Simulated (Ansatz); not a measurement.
`[SiH3]O[SiH2][SiH3]` + `CSS` → `CSS[SiH2][SiH3]` + `O[SiH3]`  (ligand exchange at the Si–O bond)

Computed with Ansatz on PBE0-D4/def2-TZVP structures; ΔE is electronic, products minus reactants. CBS: MP2 limit from def2 TZ/QZ plus the TZ coupled-cluster correction, frozen cores. DFT in def2-TZVPP. B3LYP here is the variant with VWN-RPA as its local correlation; programs differ in this. Each species was taken in one conformer, which may not be the lowest.

```tsv
level	ΔE (kJ/mol)	difference from CCSD(T)/CBS
PBE-D4	21.7	-13.5
r2SCAN-D4	34.3	-0.9
PBE0-D4	27.1	-8.1
B3LYP-D4	39.6	4.4
ωB97X-V	39.8	4.6
ωB97M-V	37.3	2.1
B2PLYP	42.4	7.2
PBE	25.8	-9.4
r2SCAN	35.3	0.1
PBE0	30.8	-4.4
B3LYP	46.4	11.2
HF/def2-TZVPP	64.4	29.2
MP2/def2-TZVPP	32.4	-2.8
SCS-MP2/def2-TZVPP	41.0	5.8
CCSD/def2-TZVPP	44.0	8.8
CCSD(T)/def2-TZVPP	38.3	3.1
HF/def2-QZVPP	67.0	31.8
MP2/def2-QZVPP	31.5	-3.7
SCS-MP2/def2-QZVPP	40.1	4.9
HF/CBS(def2)	67.4	32.2
MP2/CBS(def2)	29.3	-5.9
CCSD/CBS(def2)	40.9	5.7
CCSD(T)/CBS	35.2	0
```

Largest T1 diagnostic among the species: 0.013.

The D4 term adds −6.8 kJ/mol with B3LYP and −3.7 kJ/mol with PBE0; it sums over pairs of atoms, weighted by their polarisabilities, and B3LYP, whose exchange is more repulsive, gets the larger term. From PBE to PBE0 (25 % exact exchange), in def2-TZVPP and without D4, ΔE moves by +5.0 kJ/mol.
